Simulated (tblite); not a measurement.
Compound: C4H8BCl.
Cartesian coordinates in Å at the GFN2-xTB level; atoms count from 1:
```xyz
14
C4H8BCl angstrom
C      2.1026    0.1324   -0.6936
C      0.7446   -0.3721   -0.2171
C     -0.2269    0.7406    0.0187
C     -1.4932    0.6065    0.4394
B     -2.2153   -0.7142    0.7695
Cl    -3.8356   -0.6527    1.2900
H      2.0023    0.6761   -1.6306
H      2.5457    0.7970    0.0451
H      2.7823   -0.7011   -0.8539
H      0.8677   -0.9422    0.7071
H      0.3283   -1.0606   -0.9569
H      0.1643    1.7327   -0.1794
H     -2.0546    1.5280    0.5554
H     -1.7128   -1.7709    0.6841
```

Level: GFN2-xTB in tblite, geometry and Hessian alike; calculated harmonic values, unscaled, isolated species. Errors from tens to a few hundred cm⁻¹ against measured bands are possible. Modes of hydrogen on boron can be 10 to 20 % off. One conformer, not necessarily the lowest. The optimisation stopped once no atom felt more than 0.01 eV/Å.

Lowest wavenumbers of the output (negative numbers stand for imaginary wavenumbers):
```
mode    cm-1
  1     -46.4
  2      55.7
  3     127.6
  4     219.5
  5     260.4
  6     309.9
  7     315.8
  8     570.5
  9     638.7
 10     735.7
```

Task: Is this structure a minimum?

Result: Not by this Hessian. 1 mode is imaginary beyond 20i (46i cm⁻¹), so at this level the point lies at or near a first-order saddle. The curvature is small, so loose convergence or finite differences may be the whole cause.

Task: Which atoms move in the imaginary mode?

Result: 46i: C2 (allylic carbon) 22 %, C1 (methyl carbon) 18 %, H10 (methylene hydrogen) 11 %, H11 (methylene hydrogen) 11 %. These are shares of the mass-weighted motion.

Task: What is the remedy?

Result: Step along that mode in both directions, optimise again with tighter thresholds and repeat the frequencies. The zero-point energy of this point (69.3 kcal/mol) counts the 35 real modes alone, and thermal corrections from it aren't those of a minimum.

On an Arm Neoverse N1 with one thread, shared host with 64 logical CPUs at a one-minute load of 60, this took 0.57 s. This covers the Hessian and the dipole derivatives.
